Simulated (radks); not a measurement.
Values are calculated unless marked as measured or tabulated.
Fractional charge and spin in the 3s shell of sulfur: the spin-up occupation runs from 0 to 1 and the spin-down occupation from 0 to 1; the fullest corner is S3+, [Ne] 3p(up 0.5, down 0.5) 3s(up 1, down 1). Code: a radial shooting solver on a logarithmic mesh with Libxc functionals. Model: non-relativistic Kohn-Sham, PBE, spin-polarised, spherical densities, point nucleus. Energy (eV) minus the two flat planes that join the four corners (they meet along the diagonal where the two added fractions sum to one electron); zero is where a piecewise linear energy would lie.

| down \ up | 0 | 0.5 | 1 |
|---|---|---|---|
| 0 | 0.000 | -1.700 | 0.000 |
| 0.5 | -1.700 | 0.552 | -1.616 |
| 1 | 0.000 | -1.616 | 0.000 |

Corners above the fullest one (they belong to S4+ and the next ion): (up 1, down 0) 58.554 eV, (up 0, down 1) 58.554 eV, (up 0, down 0) 132.60 eV. With half an added electron in each spin the energy lies 0.552 eV from the planes, and with half an added electron in spin up alone -1.700 eV. The planes are only a guide here: the flat-plane condition holds for ground states with one frontier orbital, while this shell lies below other occupied shells, so the corners above the fullest one are inner-hole states and not the ground states of those ions.
